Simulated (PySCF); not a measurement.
Vertical excitations of a molecule C2H9BN2O from TDA-PBE/def2-SVPD in PySCF, as energy in eV (oscillator strength): 4.53 (0.011), 5.40 (0.003), 5.62 (0.016), 5.71 (0.002), 6.36 (0.015), 6.53 (0.013), 6.58 (0.015), 6.73 (0.130), 6.77 (0.011), 6.98 (0.020). Lowest triplet (TDA): 4.46 eV. The structure is a stationary point at ωB97X-D3(BJ)/def2-SVP. One conformer was computed; it need not be the lowest.

Problem. Which structure fits?
A. COCB(N)N
B. CNB(N)OC
C. CN(C)B(N)O
D. CNB(O)NC

Solution. C, CN(C)B(N)O
